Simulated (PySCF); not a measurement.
C5H14NSi (doublet state).
Numbering: `[CH3:1][CH2:2][CH2:3][CH2:4][CH:5][NH:6][SiH3:7]` (hydrogens: H8, H9, H10 on C1; H11, H12 on C2; H13, H14 on C3; H15, H16 on C4; H17 on C5; H18 on N6; H19, H20, H21 on Si7)

Cartesian coordinates in Å at the GFN2-xTB level; atoms count from 1:
```
atom  x, y, z in Å
C1    -3.308    0.800   -0.369
C2    -2.321   -0.360   -0.422
C3    -0.926    0.065    0.026
C4     0.068   -1.117    0.044
C5     1.430   -0.709    0.462
N6     2.292   -0.138   -0.442
Si7    3.815    0.605   -0.110
H8    -4.293    0.481   -0.701
H9    -2.975    1.615   -1.008
H10   -3.395    1.179    0.648
H11   -2.677   -1.167    0.222
H12   -2.273   -0.750   -1.442
H13   -0.980    0.494    1.029
H14   -0.545    0.838   -0.645
H15    0.103   -1.554   -0.960
H16   -0.314   -1.878    0.730
H17    1.647   -0.526    1.498
H18    2.006   -0.286   -1.399
H19    4.262    1.040   -1.430
H20    4.766   -0.332    0.506
H21    3.609    1.718    0.824
```

The hyperfine couplings belong to this conformer and change with its torsions.

Computed, not measured: UKS B3LYP, pcH-1 on C H N Si, non-relativistic, mean-field spin-orbit, GIAO in PySCF 2.14.0. Geometry: GFN2-xTB, one conformer, isolated molecule. Couplings are sensitive to structure, and on GFN2-xTB geometries they can be far from those on DFT ones. The frame is twisted about the C5–N6 bond at this geometry (dihedral H17–C5–N6–Si7 = 11°); couplings at other torsion angles weren't computed. Stability of the SCF solution: not tested.

Break the g tensor into its mass correction, gauge correction and orbital-Zeeman/spin–orbit terms.

| Δg (ppm) | 1 | 2 | 3 |
| --- | --- | --- | --- |
| relativistic mass correction | -166 | -166 | -166 |
| gauge correction | -3 | 30 | 36 |
| orbital Zeeman/spin–orbit | -27 | 698 | 1079 |
| total | -196 | 562 | 948 |

So g = 2.00212, 2.00288, 2.00327 and g_iso = 2.00276; the tensor is rhombic: the two nearest values differ by 34 % of g3 − g1. Axes: g2 points within 12° of the C5–N6 bond.

At 9.485 GHz, how far is the centre of the isotropic spectrum from where a free electron (g = 2.002319) resonates?

B = hν/(g μB) with μB/h = 13.99624 MHz/mT gives 338.45 mT for the free electron and 338.37 mT at g_iso, 0.07 mT lower.

How much does each term add to the isotropic shift?

The orbital-Zeeman/spin–orbit term 583, the mass correction -166 and the gauge correction 21 ppm, for a total of 438 ppm. The orbital-Zeeman/spin–orbit term is the largest in size. The mass correction is the same along every axis, so the anisotropy comes from the other two: their spans along these axes are 39 (gauge) and 1106 ppm (orbital Zeeman/spin–orbit).

What effective moment and Curie constant follow for a powder?

With the mean of g² = 4.0110 and S(S+1) = 0.75: μ_eff = √(⟨g²⟩S(S+1)) = 1.734 μB and χT = 0.12505·⟨g²⟩·S(S+1) = 0.376 cm³ K/mol (cgs; spin-Hamiltonian part alone).

In a frozen sample, at which fields do the three g values resonate at 9.5, 34, 94 and 263 GHz (hyperfine left aside), and which band first spreads them over more than twice a line width of 0.5 mT?

```
band    GHz  B(g3) mT  B(g2) mT  B(g1) mT  spread mT
   X    9.5    338.82    338.89    339.02       0.19
   Q   34.0   1212.63   1212.86   1213.32       0.69
   W   94.0   3352.57   3353.21   3354.48       1.92
   J  263.0   9380.05   9381.86   9385.41       5.36
```

The spread grows in proportion to the frequency. W band is the first where it exceeds 1.0 mT.

The largest Mulliken spin populations are on C5 (+0.87), N6 (+0.12) and C4 (-0.06). C5 is the only atom above +0.15. The angles at C5 add up to 356.6°, so it is nearly planar; its axial dipolar tensor and the negative coupling of its proton fit spin in a p orbital normal to that plane.

The HOMO–LUMO gaps are 4.02 eV among the α and 7.38 eV among the β orbitals.
